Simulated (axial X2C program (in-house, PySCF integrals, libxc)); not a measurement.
# Potential curves of TcP, two-component

Calculated with an in-house all-electron X2C program for linear molecules (integrals from PySCF). Two-component (2c) means X2C with spin–orbit coupling and atomic mean-field two-electron Coulomb and Gaunt terms. Basis: Tc dyall-v3z [12s12p8d3f2g], P dyall-v3z [8s7p2d1f] (cores contracted in-house); Gaussian nuclei, density fitting, unrestricted open shells. Masses: Tc 98.907 u, P 30.974 u.

State: Ω = 1 (⟨Sz⟩ = 1.99, ⟨Lz⟩ = -0.99 at PBE0). Energies in cm⁻¹ from the fragments at the same level (Tc + P). Fits are polynomials in 1 − R0/R over 0.85 to 1.23 times the lowest point R0.

| R (Å) | PBE0 |
| --- | --- |
| 1.8340 | -16172 |
| 1.9183 | -21795 |
| 1.9815 | -24139 |
| 2.0448 | -25301 |
| 2.1080 | -25582 |
| 2.1818 | -25112 |
| 2.2556 | -24044 |
| 2.3504 | -22110 |
| 2.4664 | -19259 |
| 2.6350 | -14802 |

The state is one determinant whose occupation by symmetry is held fixed; it was picked as the lowest of a PBE0 search that is not exhaustive. Dissociation energies refer to the lowest single-determinant-based atoms at the same level and basis. Density functionals use the spin component along the axis (collinear). PBE0 can misorder states that lie within some tenths of an eV, so this need not be the ground state of the molecule. The nearest other 2c determinant of the search, Ω = 3, lies 0.07 eV up at the distance of the search. Without a current term, density functionals place determinants with orbital angular momentum somewhat too high. With several unpaired electrons one determinant need not be a pure state. Open-shell Ω = 0 determinants with evenly filled partner blocks cannot be reached by this program, so the Ω shown need not be the lowest component. The determinant is spin-polarised beyond a pure state at some levels (its spin-free form has ⟨S²⟩ too high), which makes Re and μ there less reliable.

Q: Fit the PBE0 curve near its minimum: give the equilibrium distance, the harmonic wavenumber and the well depth.

A: At PBE0, 2c: Re = 2.101 Å, ωe ≈ 486 cm⁻¹, De = 3.17 eV to Tc + P; Be follows as 0.162 cm⁻¹.
